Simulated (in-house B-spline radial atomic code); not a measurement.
Ionisation energies along the 6-electron series, configuration [He] 2s2 2p2, as differences of self-consistent energies. Dirac energy differences include first-order Breit, QED and recoil terms. NIST's values go from ground level to ground level; the uncertainty of those that are theory runs from under 0.1 % in few-electron ions to several per cent in heavy many-electron ones. Computed with an all-electron radial atomic-structure program (B-spline basis): Dirac-Hartree-Fock, average of the configuration, finite nuclei.

```
  ion  configuration after  ionisation energy (eV)  IE/(q+1)² (eV)  Breit and QED recoil part (eV)  tabulated value (eV)  tabulated kind  computed minus tabulated (eV)
 K13+         [He] 2s2 2p1                   782.4          3.9919                        -0.23083                 786.3  semi-empirical                           -3.9
Ca14+         [He] 2s2 2p1                   889.9          3.9549                        -0.27871                   894  semi-empirical                           -4.1
Sc15+         [He] 2s2 2p1                  1004.2          3.9226                        -0.33239                1008.6  semi-empirical                           -4.4
Ti16+         [He] 2s2 2p1                       ?               ?                               ?                     ?  semi-empirical                              ?
 V17+         [He] 2s2 2p1                  1253.6           3.869                        -0.46022                1258.9  semi-empirical                           -5.3
Cr18+         [He] 2s2 2p1                  1388.6          3.8466                        -0.53514                1394.5  semi-empirical                           -5.9
Mn19+         [He] 2s2 2p1                       ?               ?                               ?                     ?  semi-empirical                              ?
Fe20+         [He] 2s2 2p1                  1679.5          3.8085                        -0.70846                  1687  semi-empirical                           -7.5
```

(1) Fill in the row of Ti16+.

(2) Fill in the row of Mn19+.

Where a p, d or f electron is removed, the computed value is a mean over both j, so it misses the tabulated one by a part of the spin-orbit splitting; averaging over terms and missing correlation add to the gap, relatively most at low charge.

## Answers

(1) ionisation energy (eV): 1125.4; IE/(q+1)² (eV): 3.8942; Breit and QED recoil part (eV): -0.39282; tabulated value (eV): 1130.2; computed minus tabulated (eV): -4.8.

(2) ionisation energy (eV): 1530.6; IE/(q+1)² (eV): 3.8265; Breit and QED recoil part (eV): -0.61763; tabulated value (eV): 1537.2; computed minus tabulated (eV): -6.6.
